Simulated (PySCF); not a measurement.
Input for PySCF:
```python
from pyscf import gto, scf, dft

mol = gto.Mole()
mol.atom = '''
    C    -0.60019287   -1.32209793   -0.01120819
    C     0.73500498   -1.08278056   -0.21295673
    Si    0.98219806    0.72984330   -0.10194711
    C    -0.79575565    1.03763847    0.21926233
    C    -1.42349881   -0.18164949    0.22125698
    H    -1.02610053   -2.31399529   -0.02366819
    H     1.44596093   -1.86909775   -0.39704494
    H     2.14030808    1.59040173   -0.22215297
    H    -1.32017263    1.96256745    0.38398876
    H    -2.48411462   -0.29434522    0.38801047
'''
mol.basis = 'def2-sv(p)'
mol.spin = 1
mol.verbose = 4
mol.build()

mf = dft.UKS(mol)
mf.xc = 'camb3lyp'
mf.kernel()
```

Task: What HOMO energy does CAMB3LYP/def2-SV(P) (PySCF) give?

Result: -6.55 eV

Task: Give the number of basis functions at the level CAMB3LYP/def2-SV(P).

Result: 84

Task: Estimate the total energy that CAMB3LYP/def2-SV(P) returns for this input.

Result: -444.528852 Ha

Task: What is the computed Mulliken (on the basis functions themselves) charges in atom order (CAMB3LYP/def2-SV(P))?

Result: C1 -0.06, C2 -0.26, Si3 0.34, C4 -0.26, C5 -0.06, H6 0.07, H7 0.08, H8 -0.01, H9 0.08, H10 0.07

These values belong to the state on which the SCF converged, which isn't shown to be the lowest.

Task: Roughly what does it cost on one core?

Result: very roughly 15 core-seconds.
